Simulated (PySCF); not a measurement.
## Two-dimensional NMR puzzle

Compound of formula C6H14N2OSi. Correlations simulated from computed shifts and the bond graph:

HSQC (one-bond C–H):
| δH | δC |
| --- | --- |
| 6.39 | 137.5 |
| 4.87 | 90.1 |
| 3.45 | 58.9 |
| 3.39 | 53.2 |
| 3.30 | 53.2 |
| 0.44 | -3.4 |
| 0.22 | -1.6 |

COSY cross peaks (H two or three bonds apart, from the bond graph; peaks can be absent where the dihedral angle is near 90°):
| δH | δH |
| --- | --- |
| 6.39 | 4.87 |
| 5.15 | 0.44 |
| 5.15 | 0.22 |
| 4.87 | 3.39 |
| 4.87 | 3.30 |
| 3.39 | 3.30 |

HMBC (two and three bonds, from the bond graph):
| δH | δC |
| --- | --- |
| 6.39 | 90.1, 53.2 |
| 5.15 | 53.2, -1.6, -3.4 |
| 4.87 | 137.5, 58.9, 53.2 |
| 3.45 | 90.1 |
| 3.39 | 137.5, 90.1 |
| 3.30 | 137.5, 90.1 |
| 0.44 | -1.6 |
| 0.22 | -3.4 |

Isolated molecule, a single conformation, rapidly exchanging positions averaged, no relativistic terms. Geometry from GFN2-xTB; NMR shieldings at PBE0/pcSseg-1/GIAO; PySCF 2.14.

Scale: 1H (σ = 31.72 ppm) and 13C (σ = 186.93 ppm) against TMS (reference shieldings calculated alike).

Exchangeable hydrogens are left out of these lists.

Q: Which molecule is this?

A: SMILES CO[C@@H]1C=NN([SiH](C)C)C1.

Numbering as in the mapped SMILES `[CH3:1][O:2][C@@H:3]1[CH:4]=[N:5][N:6]([SiH:7]([CH3:8])[CH3:9])[CH2:10]1` (H(Xn): hydrogen on atom n). Ha(C10) is cis to O2 on the ring; Hb(C10) is trans to O2 on the ring.

δC 137.5 is C4, a C=N carbon (δH 6.39). δC 90.1 is C3, an sp3 CH bonded to O (δH 4.87). δC 58.9 is C1, a methyl carbon bonded to O (δH 3.45). δC 53.2 is C10, an sp3 CH2 bonded to N (δH 3.39, 3.30). δC -1.6 is C8, a methyl carbon bonded to Si (δH 0.22). δC -3.4 is C9, a methyl carbon bonded to Si (δH 0.44). COSY links 6.39–4.87, 5.15–0.44, 5.15–0.22, 4.87–3.39, 4.87–3.30, 3.39–3.30.

This is the structure that produced the data.

Shifts are as computed. Against solution values, carbons near 30 ppm lie about +3 ppm off and those near 130 ppm about +5 ppm. Of 1211 compounds with measured shifts, 218 miss one by over three times the rms of a fit or turn the order of signals round; such compounds aren't used in these exercises.
